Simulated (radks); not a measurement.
Spherical quantum dot in the effective-mass picture: electrons in a hard-walled sphere of radius 1.96, with a point charge +2 (a donor) at the centre, all in effective atomic units (hartree* = m*/eps^2 hartree, bohr* = eps/m* bohr), one dielectric constant everywhere. Calculated with a radial shooting solver with Libxc functionals: non-relativistic Kohn-Sham, PBE, spin-polarised, spherical densities. Levels are named by radial order and angular momentum (1s, 1p, 1d, 2s, ...), and open shells are averaged over m. Results are scaled to m* = 0.459 and eps = 9.6, for which hartree* = 135.5 meV and bohr* = 1.107 nm.

N = 12, configuration 1s2 1p6 1d(up 3, down 0) 2s(up 1, down 0). This is the lowest configuration that the search found. Occupied and some empty levels:

| level | occupation | eigenvalue (meV) | <r> (nm) |
|---|---|---|---|
| 1s up | 1 | 1015.1 | 1.025 |
| 1s down | 1 | 1036.8 | 1.035 |
| 1p up | 3 | 1209.3 | 1.347 |
| 1p down | 3 | 1229.1 | 1.341 |
| 2s up | 1 | 1406.2 | 1.027 |
| 1d up | 3 | 1417.0 | 1.455 |
| 1d down | 0 | 1438.9 | 1.451 |
| 2s down | 0 | 1440.8 | 1.029 |
| 1f up | 0 | 1672.8 | 1.525 |
| 1f down | 0 | 1696.3 | 1.523 |
| 2p up | 0 | 1889.8 | 1.120 |
| 2p down | 0 | 1908.5 | 1.129 |
| 1g up | 0 | 1976.6 | 1.578 |
| 1g down | 0 | 2001.1 | 1.577 |

Energy (meV): total 7934.38, kinetic 5102.1, external -3439.4, Hartree 7446.0, exchange-correlation -1174.3.

Electron density:

| r (nm) | n(r) (e/nm^3) |
|---|---|
| 0.0543 | 3.426 |
| 0.217 | 1.913 |
| 0.379 | 1.116 |
| 0.542 | 0.7231 |
| 0.704 | 0.5592 |
| 0.867 | 0.5186 |
| 1.03 | 0.5312 |
| 1.19 | 0.5439 |
| 1.35 | 0.5169 |
| 1.52 | 0.4300 |
| 1.68 | 0.2928 |
| 1.84 | 0.1441 |
| 2.00 | 0.03682 |
| 2.17 | 0.00003573 |
